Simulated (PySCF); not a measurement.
# Field gradients at the hydrogen positions

Compound: C7H9N.
Structure used (GFN2-xTB), in Å, numbered top down from 1:
```
atom  x, y, z in Å
C1    -1.0910    2.7435    1.6235
C2    -1.0473    1.7914    0.9006
C3    -0.9418    0.6151    0.0449
C4     0.4764    0.3730   -0.2390
C5     1.6311    0.0891   -0.3939
C6     3.0292   -0.2080   -0.6191
N7    -1.6101   -0.5173    0.6827
C8    -1.6862   -1.6917   -0.1591
H9    -1.1489    3.5871    2.2444
H10   -1.4702    0.8162   -0.8998
H11    3.1725   -1.2843   -0.7157
H12    3.6259    0.1546    0.2178
H13    3.3707    0.2771   -1.5333
H14   -1.1399   -0.7369    1.5563
H15   -2.1748   -2.4881    0.3999
H16   -2.2961   -1.4561   -1.0333
H17   -0.7065   -2.0528   -0.5070
```

Level: PBE0/pcSseg-1 (PySCF, non-relativistic); Q(2H) = 0.00286 b; rigid geometry, the same for H and D, with no vibrational averaging.

Problem. Rank these positions by the coupling χzz of a deuteron there, largest first.
A. H15 (methyl hydrogen)
B. H10 (methine hydrogen)
C. H14 (N–H hydrogen)
D. H9 (alkyne hydrogen)
E. H16 (methyl hydrogen)

Solution. D (267 kHz), C (260 kHz), A (208 kHz), E (204 kHz), B (188 kHz).

Problem. What are Vzz, η and χzz (234.96 MHz × Q × Vzz) at all hydrogens?

Solution. 
```tsv
atom	bonded to	bond length (Å)	Vzz (au)	η	χzz (kHz)
H9	C1	1.049	0.3970	0.01	267
H10	C3	1.101	0.2799	0.03	188
H11	C6	1.090	0.3082	0.02	207
H12	C6	1.090	0.3082	0.02	207
H13	C6	1.090	0.3085	0.02	207
H14	N7	1.016	0.3864	0.19	260
H15	C8	1.089	0.3094	0.05	208
H16	C8	1.092	0.3031	0.06	204
H17	C8	1.101	0.2840	0.05	191
```

Problem. Average by the element that carries the hydrogen.

Solution. on C: 210 kHz over 8 positions, mean bond length 1.088 Å; on N: 260 kHz over 1 position, mean bond length 1.016 Å.

Problem. How does χzz go with the bond length over the 8 C–H bonds?

Solution. A straight-line fit has a slope of -14.9 kHz for each 0.01 Å, with a correlation coefficient of -1.00, over lengths from 1.049 to 1.101 Å. The longer bonds have the smaller couplings here.

Problem. Give the 2H NMR doublet splittings at H15 for a magnetic field along the z, y and x axes of the gradient: 3χ/2, 3χ(1 + η)/4, 3χ(1 − η)/4.

Solution. With |χ| = 207.9 kHz and η = 0.054: 312, 164 and 148 kHz, to first order and without motion.

Geometry: GFN2-xTB, one conformer, isolated molecule. GFN2-xTB frequencies show an imaginary mode (22i cm⁻¹), so this geometry is no minimum at that level. GFN2-xTB bond lengths can be off by several hundredths of an ångström, more for odd bonds, and the gradients follow them. With so small a basis the couplings can be 20 % off.

The run behind these numbers computed NMR shieldings as well. The run took 31 s of wall time (with the writing of density and orbital grids) on one thread, Arm Neoverse V2 (aarch64), shared host, and the process peaked at 0.82 GiB of memory.
